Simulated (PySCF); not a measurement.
An element was calculated at PBE0 (PySCF 2.14, spin-free X2C, a triple-zeta basis, no spin-orbit coupling), in the ground configurations that NIST lists.

* first ionisation energy: 5.705 eV
* second ionisation energy: 11.551 eV
* third ionisation energy: 22.129 eV

Which element is it?

Terbium (Tb, Z = 65), in ANO-RCC-VTZP. NIST lists 5.864, 11.513 ± 0.02, 21.82 ± 0.03 eV for these ionisation energies.
